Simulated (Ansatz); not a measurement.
H7NOSiSn (`[OH][SnH2][NH][SiH3]`). The species carries charge 0 and has multiplicity 1. Sn: def2 effective core potential. Geometry: relaxed with PBE0-D4/def2-TZVP. It is one conformer, not always the lowest.

```xyz
11

O     0.558    1.935    1.843
Sn    1.190    0.953    0.261
N    -0.409    0.199   -0.708
Si   -0.992   -1.416   -0.690
H     0.009    1.404    2.424
H     1.923    2.174   -0.663
H     2.144   -0.377    0.729
H    -0.973    0.889   -1.183
H    -1.112   -1.998   -2.057
H    -2.330   -1.547   -0.045
H    -0.010   -2.217    0.089
```

(1) What is the dipole moment at ωB97M-V/def2-TZVPP? (An estimate is asked.)

(2) And with PBE, r2SCAN, B3LYP? (Best estimate.)

(3) Give the Mulliken charges with ωB97M-V, B3LYP, r2SCAN in def2-TZVPP. (Estimate.)

## Answers

(1) Computed: 0.80 D, with components (0.15, -0.39, -0.68) D in this frame, pointing from negative to positive charge.

(2) Ansatz gave: PBE 0.68 D, r2SCAN 0.72 D, B3LYP 0.80 D.

(3) Computed: 
```
atom  ωB97M-V  B3LYP  r2SCAN
  O1    -0.54  -0.55   -0.56
 Sn2     0.85   0.93    0.93
  N3    -0.54  -0.53   -0.59
 Si4     0.26   0.35    0.39
  H5     0.16   0.17    0.19
  H6    -0.08  -0.12   -0.11
  H7    -0.08  -0.13   -0.11
  H8     0.10   0.12    0.14
  H9    -0.05  -0.08   -0.09
 H10    -0.05  -0.09   -0.09
 H11    -0.04  -0.08   -0.08
```

B3LYP here is the variant with VWN-RPA as its local correlation; programs differ in this.
